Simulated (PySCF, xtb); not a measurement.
# Relative energy of two isomers of CH7GeN

Structure a: `[CH3][GeH2][NH2]`, a singlet. Structure b: `C[NH][GeH3]`, a singlet. Both are isolated molecules in the gas phase, relaxed with PBE0-D3(BJ)/pcseg-1; the shapes shown needn't be the lowest conformers.

a (Å):

```xyz
10

C    -1.0001   -0.4537   -0.4410
Ge   -0.6903    1.0205    0.7979
N    -2.0136    2.2934    0.4617
H    -0.8664   -0.1176   -1.4756
H    -0.2994   -1.2748   -0.2531
H    -2.0239   -0.8246   -0.3239
H     0.7539    1.5578    0.6282
H    -0.8893    0.5946    2.2630
H    -2.0226    3.0406    1.1523
H    -1.9121    2.7341   -0.4500
```

b (Å):

```xyz
10

C    -0.0792   -0.1068    0.4649
Ge   -2.2682    1.6899    0.1531
N    -0.6613    0.9210   -0.3754
H     0.7626   -0.5853   -0.0535
H    -0.8233   -0.8926    0.6498
H     0.2841    0.2418    1.4483
H     0.0266    1.6169   -0.6473
H    -3.3137    0.5642    0.1600
H    -2.2138    2.3220    1.5659
H    -2.6056    2.7682   -0.8852
```

Quicker runs give these differences E(b) − E(a): GFN2-xTB +1.0 kcal/mol; HF/STO-3G +9.4 kcal/mol (at GFN2-xTB geometries); r2SCAN-D4/def2-SVP +15.0 kcal/mol (at GFN2-xTB geometries).

Q: Estimate E(b) − E(a) at the level CCSD(T)/def2-SVP + ΔMP2/def2-TZVPP.

A: Calculated at CCSD(T)/def2-SVP + ΔMP2/def2-TZVPP: E(b) − E(a) = +18.0 kcal/mol, so structure a lies lower.

The same difference at several levels:

```csv
level,geometry,E(b) − E(a) (kcal/mol),departure from the last row (kcal/mol),"job, with rough time for the two"
GFN2-xTB,GFN2-xTB,+1.0,−17.1,"optimisation, 0.13 s"
HF/STO-3G,GFN2-xTB,+9.4,−8.6,"single point, 1.9 s"
r2SCAN-D4/def2-SVP,GFN2-xTB,+15.0,−3.0,"single point, 24 s"
PBE0-D3(BJ)/pcseg-1,PBE0-D3(BJ)/pcseg-1,+14.6,−3.5,"optimisation, 2.4 min"
HF/def2-SVP,PBE0-D3(BJ)/pcseg-1,+13.2,−4.8,part of the CCSD(T) run
MP2/def2-SVP,PBE0-D3(BJ)/pcseg-1,+14.7,−3.3,part of the CCSD(T) run
CCSD(T)/def2-SVP,PBE0-D3(BJ)/pcseg-1,+13.3,−4.7,single point
CCSD(T)/def2-SVP + ΔMP2/def2-TZVPP,PBE0-D3(BJ)/pcseg-1,+18.0,,"single point, 1.8 min"
```

As drawn, b has 1 C–N, 1 Ge–H in place of 1 C–Ge, 1 N–H.

The levels shown agree on the order. The largest departure from CCSD(T)/def2-SVP + ΔMP2/def2-TZVPP is that of GFN2-xTB, 17.1 kcal/mol. The last row adds to CCSD(T) the change of the MP2 difference between the two basis sets, here +4.7 kcal/mol, a large step that makes the value less sure.

With thermal terms from frequencies at re-optimised GFN2-xTB minima (ideal gas, soft modes damped towards free rotors, one conformer each, 298.15 K, 1 atm): on the last row, ΔE + ΔZPE = +17.7, ΔH = +17.5, ΔG = +18.0 kcal/mol.

The correlated steps freeze 11 core orbitals; the filled d shell of Ge is correlated, in a basis made for valence electrons. Run with PySCF 2.14.0, xtb 6.7.1; the last row on 2 threads of Arm Neoverse V1 on a shared host.
